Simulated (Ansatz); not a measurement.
C2H8SiSn can be A, `[SiH3][CH]1[CH2][SnH2]1`, or B, `[SnH3][CH]1C[SiH2]1`.

Calculated with Ansatz (gas phase, PBE0-D4/def2-TZVP geometries, no zero-point term in ΔE). CBS: MP2 limit from def2 TZ/QZ plus the TZ coupled-cluster correction, frozen cores. DFT in def2-TZVPP. B3LYP here is the variant with VWN-RPA as its local correlation; programs differ in this. Elements past krypton have def2 core potentials. For Sn outer-core shells are correlated without core-valence functions, which leaves a few kJ/mol of doubt a bond.

Which isomer does CCSD(T)/CBS put lower? Give the gap. (Best estimate.)

The calculation gave: A, by 7.5 kcal/mol.

Give E(B) − E(A) in kcal/mol with B2PLYP, MP2/def2-TZVPP, ωB97M-V, B3LYP, CCSD/def2-TZVPP, r2SCAN-D4, PBE-D4. (Best estimate.)

The calculation gave: B2PLYP 9.6, MP2/def2-TZVPP 5.0, ωB97M-V 5.9, B3LYP 12.0, CCSD/def2-TZVPP 5.4, r2SCAN-D4 7.9, PBE-D4 9.7. None reverses the order clearly.

Largest T1 diagnostic: 0.016.

The D4 term adds +1.2 kcal/mol with B3LYP and +0.6 kcal/mol with PBE0; it sums over pairs of atoms, weighted by their polarisabilities, and B3LYP, whose exchange is more repulsive, gets the larger term. From PBE to PBE0 (25 % exact exchange), in def2-TZVPP and without D4, E(B) − E(A) moves by −3.7 kcal/mol.
